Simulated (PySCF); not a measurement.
Vertical excitations of a molecule C₄H₉O₂, multiplicity 2 from TDA-M06-2X/def2-SVPD (PySCF), as energy in eV (oscillator strength): 5.01 (0.028), 5.40 (0.007), 5.70 (0.004), 5.98 (0.004), 6.00 (0.004), 6.09 (0.038), 6.24 (0.010), 6.47 (0.028), 6.87 (0.010), 6.94 (0.045). Geometry optimised at PBE0-D3(BJ)/def2-SVP. One conformer was computed; it need not be the lowest.

Identify the compound among the candidates.
A) COCC(C)[O]
B) CO[CH]COC
C) [CH2]OCCOC
D) CO[CH]C(C)O

D, CO[CH]C(C)O
